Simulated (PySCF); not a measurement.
NMR data simulated for an unnamed compound:

¹H NMR (300 MHz, computed): δ 5.09 (s, 2H), 3.99 (s, 3H), 3.91 (s, 3H).

¹³C{¹H} NMR (computed): δ 165.7 (C), 124.6 (C), 60.3 (CH3), 54.5 (CH3).

- GIAO PBE0/pcSseg-1 shieldings
- coordinates at the GFN2-xTB level
- code: PySCF
- isolated molecule, non-relativistic Hamiltonian, rapidly exchanging positions averaged, a single conformation

δ = σ(ref) − σ, references computed at the same level: ¹H and ¹³C vs TMS.

Task: Which of these does the molecule contain: a methoxy group, an S-methyl group, an NH or NH2 group, a non-aromatic C=C double bond, a Si–H bond, a nitrile?

Result: 
- A methoxy group: yes (δC 60.3; δH 3.91 (s)).
- An S-methyl group: no.
- An NH or NH2 group: no.
- A non-aromatic C=C double bond: yes.
- A Si–H bond: yes (δH 5.09 (s)).
- A nitrile: no.

The data belong to `CO[SiH2]C(OC)=C(F)F`, C4H8F2O2Si; they needn't prove each group on their own.

Carbon signals by region: 1 in the far downfield region (above 160 ppm), 1 in the sp2 and nitrile region (100–160 ppm), 2 at 50–100 ppm. Above 160 ppm: 165.7, β carbon of an enol-ether or enamine type C=C.

Splittings by ¹⁹F in the carbon and heteronuclear signals aren't shown, as no couplings were computed. Shifts are as computed. Against solution values, carbons near 30 ppm lie about +3 ppm off and those near 130 ppm about +5 ppm. Of 1211 compounds with measured shifts, 218 miss one by over three times the rms of a fit or turn the order of signals round; such compounds aren't used in these exercises. Multiplicities follow the n + 1 count of equivalent neighbours, as no J values were calculated; m marks all less simple cases, F and P coupling included.
